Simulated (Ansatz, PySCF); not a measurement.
C₂H₂BF₃, SMILES F/C=C\B(F)F.

Geometry optimised at PBE-D3(BJ)/def2-SVP. The structure was generated by enumeration; whether it is a known compound was not checked. Other conformers were not sampled.

Vertical ionisation energy (IE) and electron affinity (EA) in eV. Rows of orbital energies are one-electron estimates. Where ΔSCF, EOM or ADC give a negative EA the extra electron is unbound and the value depends on the basis.

```
level                                                                        IE     EA
------------------------------------------------------------------------  -----  -----
−ε(HOMO), −ε(LUMO), r2SCAN/def2-TZVP (PySCF)                               7.44   2.35
−ε(HOMO), −ε(LUMO), PBE/def2-TZVP (PySCF)                                   ___    ___
ΔSCF, CAM-B3LYP/def2-SVPD (Ansatz), final states of multiplicity 2 and 2  11.03  -0.32
ΔSCF, PBE/def2-SVPD (Ansatz), final states of multiplicity 2 and 2        10.87  -0.40
```

Some entries are withheld; supply them. (Estimate from the structure and the level; the computed values follow.)


- −ε(HOMO), −ε(LUMO), PBE/def2-TZVP (PySCF), IE: 7.18
- −ε(HOMO), −ε(LUMO), PBE/def2-TZVP (PySCF), EA: 2.54

What vertical singlet–triplet gap does ΔSCF give with CAM-B3LYP/def2-SVPD (Ansatz, a first-principles code) and with PBE/def2-SVPD (Ansatz)? (The exact figures need the calculation; the answer reports its results.)

3.82 and 3.88 eV (triplet above singlet where positive).
